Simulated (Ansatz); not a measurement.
`N[Si](F)(S)I` + H₂ → `F[SiH](S)I` + NH₃  (hydrogenolysis of the Si–N bond)

Calculated with Ansatz (gas phase, PBE0-D4/def2-TZVP geometries, no zero-point term in ΔE). CBS: MP2 limit from def2 TZ/QZ plus the TZ coupled-cluster correction, frozen cores. This one scheme is used for every species. Functionals use def2-TZVPP. Elements past krypton have def2 core potentials. For I outer-core shells are correlated without core-valence functions, which leaves a few kJ/mol of doubt a bond. Each species was taken in one conformer, which may not be the lowest.

`N[Si](F)(S)I`:

Cartesian coordinates in Å:
```
N -0.215 1.233 -0.719
Si -0.267 -0.183 0.198
F -1.809 -0.489 0.437
S 0.731 -1.670 -0.916
I 0.671 -0.075 2.457
H -0.881 1.971 -0.554
H 0.662 1.581 -1.071
H 1.106 -2.369 0.167
```

H₂:

Z-matrix (Å, degrees):
```
H
H 1 0.746
```

`F[SiH](S)I`:

Cartesian coordinates in Å:
```
F -1.273 -1.263 0.036
Si -0.208 -0.180 -0.437
S -0.258 1.545 0.776
I 1.951 -1.282 -0.389
H -0.547 0.238 -1.810
H 0.333 0.942 1.823
```

NH₃:

```xyz
4

N    -0.176   -0.209   -0.069
H    -0.565    0.699   -0.292
H     0.035   -0.207    0.921
H     0.706   -0.284   -0.561
```

```
           level  ΔE (kJ/mol)  difference from CCSD(T)/CBS
       revPBE-D4         56.4                          3.4
         BLYP-D4         55.2                          2.2
      r2SCAN0-D4         55.9                          2.9
         ωB97X-V         51.1                         -1.9
         r2SCAN0         53.7                          0.7
    MP2/def2-SVP         48.7                         -4.3
CCSD(T)/def2-SVP         39.8                        -13.2
  MP2/def2-TZVPP         57.8                          4.8
  MP2/def2-QZVPP         59.4                          6.4
   MP2/CBS(def2)         60.6                          7.6
     CCSD(T)/CBS         53.0                            0
```

(1) What do rigid-rotor, harmonic-oscillator terms from PBE0-D4/def2-TZVP frequencies (298.15 K, 1 bar) make of the CCSD(T)/CBS value? (An estimate is asked.)

Largest T1 diagnostic among the species: 0.010.

## Answers

(1) Computed: ΔZPE = +16.3 kJ/mol, ΔH = +66.2 kJ/mol, ΔS = 32 J/(mol·K), ΔG = +56.6 kJ/mol.

In def2-TZVPP, CCSD(T) changes the Hartree–Fock value by +12.4 kJ/mol (the triples alone add +3.3 kJ/mol) and MP2 by +20.0 kJ/mol. Leaving LDA and LC-ωPBE aside and taking each functional with its dispersion term where it has one, the values, not all of them listed here, spread over 9.0 kJ/mol, from B2PLYP to r2SCAN-D4. LDA lies +13.0 kJ/mol from PBE without D4.

CCSD(T)/CBS has its own doubt, a few kJ/mol and more with outer-core shells, so smaller differences from it don't rank the levels.
